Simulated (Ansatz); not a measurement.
Two isomers of C3H8BN: A = `CCN1BC1`, B = `CC1(C)BN1`.

Gas-phase electronic energies from Ansatz, PBE0-D4/def2-TZVP geometries. CCSD(T)/CBS is the MP2 limit (def2-TZVPP, def2-QZVPP) plus CCSD(T) − MP2 in def2-TZVPP, frozen cores. DFT in def2-TZVPP. B3LYP here is the variant with VWN-RPA as its local correlation; programs differ in this. Each species was taken in one conformer, which may not be the lowest.

**Question.** Which is lower in electronic energy at CCSD(T)/CBS, and by how much? (Estimate.)

**Answer.** Ansatz gave: B, by 22.8 kJ/mol.

**Question.** Give E(B) − E(A) in kJ/mol with B3LYP-D4, PBE-D4, B2PLYP, r2SCAN-D4, CCSD(T)/def2-TZVPP, PBE0-D4, CCSD/def2-TZVPP. (An estimate is asked.)

**Answer.** Ansatz gave: B3LYP-D4 -17.7, PBE-D4 -19.8, B2PLYP -18.0, r2SCAN-D4 -21.6, CCSD(T)/def2-TZVPP -21.3, PBE0-D4 -20.6, CCSD/def2-TZVPP -20.2. None reverses the order clearly.

Largest T1 diagnostic: 0.012.

In def2-TZVPP, CCSD(T) changes the Hartree–Fock value by −7.8 kJ/mol (the triples alone add −1.1 kJ/mol) and MP2 by −9.5 kJ/mol.
